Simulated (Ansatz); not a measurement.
Sn₉AsH₁₆⁺, a doped cluster cut from the lattice of tin (As on a surface site) was relaxed with r2SCAN-D4 (def2-SVP) in Ansatz in these states: charge +1 singlet, charge +2 doublet, neutral doublet. The geometries follow in no particular order.

In the def2 sets Sn takes a core potential; there is no spin–orbit coupling.

A:

```xyz
26

Sn    1.292    2.154    1.253
Sn    1.162   -2.265    1.146
Sn    0.151    0.118   -2.778
As   -2.492    0.041    0.558
Sn    1.818    2.162   -1.514
Sn    1.771   -2.085   -1.606
Sn    2.428   -0.120    2.446
Sn   -1.488    2.273    1.646
Sn   -1.627   -2.313    1.480
Sn   -2.576    0.076   -2.094
H     1.926    3.652    1.803
H     1.747   -3.831    1.542
H     0.310    0.049   -4.487
H    -3.954    0.072    0.951
H     3.396    1.723   -1.993
H     1.189    3.448   -2.462
H     3.361   -1.593   -1.996
H     1.175   -3.247   -2.718
H     4.100   -0.183    2.103
H     2.049   -0.156    4.110
H    -1.995    2.107    3.266
H    -2.335    3.469    0.770
H    -2.156   -2.288    3.101
H    -2.478   -3.401    0.476
H    -3.405    1.511   -2.490
H    -3.371   -1.372   -2.513
```

B:

```tsv
atom	x (Å)	y (Å)	z (Å)
Sn1	-1.528	2.240	-0.920
Sn2	-0.028	-1.976	-1.893
Sn3	-0.968	-1.158	2.398
As4	2.169	0.940	0.582
Sn5	-2.299	1.169	1.562
Sn6	-1.113	-3.125	0.415
Sn7	-1.594	0.161	-2.797
Sn8	1.018	3.443	-0.979
Sn9	2.498	-0.998	-1.176
Sn10	1.741	-0.555	2.743
H11	-2.803	3.325	-1.360
H12	0.220	-3.166	-3.118
H13	-1.649	-1.717	3.881
H14	3.663	1.175	0.776
H15	-3.975	0.771	1.474
H16	-2.139	2.351	2.805
H17	-2.739	-3.620	0.149
H18	-0.214	-4.518	0.876
H19	-3.189	-0.415	-3.094
H20	-0.953	0.679	-4.310
H21	1.094	4.484	-2.385
H22	1.107	4.497	0.396
H23	3.350	-0.298	-2.496
H24	3.509	-2.198	-0.467
H25	2.047	0.437	4.113
H26	2.776	-1.930	2.822
```

C:

```xyz
26

Sn   -0.698   -0.779   -2.607
Sn   -0.173    2.799    0.143
Sn    2.677   -0.724    0.434
As   -1.488   -1.069    1.665
Sn    1.930   -1.620   -2.115
Sn    2.469    2.057    0.715
Sn   -1.000    2.001   -2.414
Sn   -2.356   -1.968   -0.684
Sn   -1.843    1.545    2.015
Sn    0.955   -1.904    2.306
H    -1.294   -1.386   -4.100
H    -0.440    4.476    0.408
H     4.233   -1.301    0.883
H    -2.397   -1.720    2.686
H     2.960   -0.887   -3.270
H     2.046   -3.326   -2.210
H     3.501    2.799   -0.434
H     2.899    2.537    2.302
H     0.027    2.738   -3.570
H    -2.629    2.452   -2.688
H    -3.998   -1.481   -0.639
H    -2.225   -3.660   -0.459
H    -3.534    1.685    1.787
H    -1.443    1.712    3.672
H     0.753   -3.604    2.243
H     1.067   -1.372    3.931
```

**Question.** Judge from the bond lengths which geometry belongs to which state (an estimate).

**Answer.** A is the charge +2 doublet (As4–Sn8 2.678 Å, Sn3–Sn6 2.975 Å, Sn3–Sn5 2.926 Å); B is the neutral doublet (As4–Sn8 3.166 Å, Sn3–Sn6 2.797 Å, Sn3–Sn5 2.808 Å); C is the charge +1 singlet (As4–Sn8 2.661 Å, Sn3–Sn6 2.803 Å, Sn3–Sn5 2.803 Å).
